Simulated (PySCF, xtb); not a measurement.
C₄H₈O₂, SMILES C[C@]1(O)C[C@@H]1O.

xtb 6.7.1 with GFN2-xTB at its own geometry gives an orbital gap of 9.04 eV and a dipole moment of 1.08 D.

The structure is a stationary point at ωB97X-D3(BJ)/def2-SVP. The structure was generated by enumeration; whether it is a known compound was not checked. The values are those of a single conformer.

Question: What does PySCF with PBE/def2-TZVP give? (An estimate is asked for; the answer gives what the named calculation found.)

Answer: gap 5.97 eV (levels -5.79 and 0.17 eV), dipole 1.07 D.
